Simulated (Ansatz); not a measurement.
`CC(N)O[SiH3]`, relaxed with RKS PBE0-D4/def2-TZVP in Ansatz from a PBE-D4/def2-SVP geometry. The force threshold is 0.005 eV/Å; the program also tests the step.

Total charge 0; spin multiplicity 1.

Start:

```xyz
14

C     0.989    1.248    0.115
C     0.289    0.005    0.658
N     1.165   -0.741    1.508
O    -0.183   -0.810   -0.450
Si   -1.629   -0.555   -1.267
H     1.855    0.947   -0.510
H     1.353    1.882    0.946
H     0.307    1.848   -0.519
H    -0.599    0.306    1.267
H     1.984   -1.054    0.970
H     0.691   -1.590    1.841
H    -2.768   -0.384   -0.288
H    -1.858   -1.771   -2.117
H    -1.594    0.668   -2.155
```

```csv
step,energy (eV),largest force (eV/Å),largest move (Å)
1,-13629.0677,0.759,0.000
2,-13629.1309,0.484,0.041
3,-13629.1425,0.090,0.018
4,-13629.1431,0.034,0.005
5,-13629.1433,0.021,0.005
6,-13629.1433,0.008,0.003
7,-13629.1433,0.003,0.002
```

End:

```xyz
14

C     0.977    1.233    0.108
C     0.276    0.003    0.640
N     1.147   -0.743    1.483
O    -0.193   -0.797   -0.456
Si   -1.609   -0.549   -1.249
H     1.844    0.936   -0.488
H     1.314    1.862    0.933
H     0.311    1.816   -0.531
H    -0.595    0.297    1.241
H     1.974   -1.028    0.972
H     0.689   -1.578    1.825
H    -2.723   -0.374   -0.273
H    -1.844   -1.744   -2.092
H    -1.569    0.664   -2.113
```

Hardware: 4 threads of an AMD EPYC 9R45 on a shared host. Wall time 15 s, peak host memory 0.61 GiB.
